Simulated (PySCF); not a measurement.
## Mg¹⁰⁺ (magnesium, charge +10): Hartree-Fock from Schrödinger to Dirac-Coulomb-Breit

Occupied: 1s1/2. Hartree-Fock calculated with PySCF 2.14 in an even-tempered Gaussian basis (16 s from 0.44 bohr⁻², ratio 2.7; 10 p from 0.53 bohr⁻², ratio 2.7), Gaussian nucleus throughout. NR is non-relativistic, sf-X2C the spin-free one-electron X2C Hamiltonian, X2C adds the bare one-electron spin-orbit term, X2C-SNSO screens it by Boettger's factors, DC is four-component Dirac-Coulomb, and the Gaunt and Breit terms are added at first order (total energies over the DC spinors, levels after relaxing the spinors in that mean field). QED terms are absent. Levels marked empty are virtual spinors of this ion.

```json
{"Hamiltonian": "NR", "E (hartree)": "-136.6103", "E − E(DC) (hartree)": "0.2565", "CPU seconds": "0.16"}
{"Hamiltonian": "sf-X2C", "E (hartree)": "-136.8562", "E − E(DC) (hartree)": "0.0106", "CPU seconds": "0.09"}
{"Hamiltonian": "X2C", "E (hartree)": "-136.8562", "E − E(DC) (hartree)": "0.0106", "CPU seconds": "0.08"}
{"Hamiltonian": "X2C-SNSO", "E (hartree)": "-136.8562", "E − E(DC) (hartree)": "0.0106", "CPU seconds": "0.09"}
{"Hamiltonian": "DC", "E (hartree)": "-136.8668", "E − E(DC) (hartree)": "0.0000", "CPU seconds": "1.2"}
{"Hamiltonian": "DC+Gaunt", "E (hartree)": "-136.8455", "E − E(DC) (hartree)": "0.0213", "CPU seconds": "2.1"}
{"Hamiltonian": "DC+Breit", "E (hartree)": "-136.8455", "E − E(DC) (hartree)": "0.0213", "CPU seconds": "18"}
```

Give the 2p spin-orbit interval with each Hamiltonian that has one.

X2C 0.6198; X2C-SNSO 0.5680; DC 0.5330; DC+Gaunt 0.4883; DC+Breit 0.4884 (eV).

```tsv
level (eV)	NR	sf-X2C	X2C	X2C-SNSO	DC	DC+Gaunt	DC+Breit
1s1/2	-1759.7	-1762.6	-1762.6	-1762.6	-1762.9	-1762.3	-1762.3
2s1/2 (empty)	-366.60	-367.36	-367.36	-367.36	-367.39	-367.34	-367.34
2p1/2 (empty)	-346.78	-347.05	-347.47	-347.43	-347.42	-347.32	-347.34
2p3/2 (empty)	-346.78	-347.05	-346.85	-346.87	-346.88	-346.83	-346.85
3s1/2 (empty)	-158.14	-158.39	-158.39	-158.39	-158.40	-158.39	-158.39
```

Weight of the small component: 1s1/2 0.00182, 2s1/2 0.000365, 2p1/2 0.000355, 2p3/2 0.000354, 3s1/2 0.000156.

Koopmans' value for the highest occupied level at DC+Breit: 1762.3 eV, against an ionisation energy of 1761.8 eV (theoretical estimate listed by NIST; NIST Atomic Spectra Database, ionization energies); the former lacks relaxation, correlation, QED and recoil.

The whole ladder took 22 s of wall time on 1 thread of Neoverse-V1 (shared host), launched as `OMP_NUM_THREADS=1 python relrun2.py TASK.json OUT` (a driver that calls PySCF for each Hamiltonian).

Dirac-Coulomb iterations, started from the X2C spinors:

```
with_ssss True, with_gaunt False, with_breit False
light speed = 137.03599967994
init E= -136.849831703473
cycle= 1 E= -136.86679871788  delta_E= -0.017  |g|= 0.0158  |ddm|= 0.00255
cycle= 2 E= -136.866798869012  delta_E= -1.51e-07  |g|= 8.39e-05  |ddm|= 4.58e-05
cycle= 3 E= -136.866798869033  delta_E= -2.13e-11  |g|= 1.1e-06  |ddm|= 1.58e-06
```
